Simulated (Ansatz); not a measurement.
Program: Ansatz. Geometries: PBE0-D4/def2-TZVP. ΔE: electronic, gas phase. CBS: MP2 limit from def2 TZ/QZ plus the TZ coupled-cluster correction, frozen cores. This one scheme is used for every species. Functionals use def2-TZVPP. B3LYP here is the variant with VWN-RPA as its local correlation; programs differ in this. HSE06 is defined as in plane-wave codes. For Zn outer-core shells are correlated without core-valence functions, which leaves a few kJ/mol of doubt a bond. Scalar relativity is left out up to krypton. Each species was taken in one conformer, which may not be the lowest.

Reaction (ligand exchange at a Zn–O bond): `C[O][Zn][CH3]` + PH₃ → `[CH3][Zn][PH2]` + CH₃OH

```tsv
level	ΔE (kJ/mol)	difference from CCSD(T)/CBS
PBE-D4	-19.0	-6.0
B97M-V	-12.1	0.9
B3LYP-D4	-9.9	3.1
ωB97M-V	-14.7	-1.7
revPBE	-19.4	-6.4
r2SCANh	-15.1	-2.1
r2SCAN0	-18.1	-5.1
HSE06	-22.9	-9.9
CAM-B3LYP	-4.7	8.3
HF/def2-SVP	-5.2	7.8
CCSD/def2-SVP	2.6	15.6
CCSD(T)/def2-TZVPP	-8.9	4.1
MP2/def2-QZVPP	-10.0	3.0
SCS-MP2/def2-QZVPP	-5.3	7.7
HF/CBS(def2)	-5.9	7.1
MP2/CBS(def2)	-12.6	0.4
CCSD(T)/CBS	-13.0	0
```

Largest T1 diagnostic among the species: 0.015.

From BLYP to BHLYP (50 % exact exchange), in def2-TZVPP and without D4, ΔE moves by −5.1 kJ/mol. Leaving LDA and LC-ωPBE aside and taking each functional with its dispersion term where it has one, the values, not all of them listed here, spread over 18.2 kJ/mol, from HSE06-D4 to CAM-B3LYP-D4.
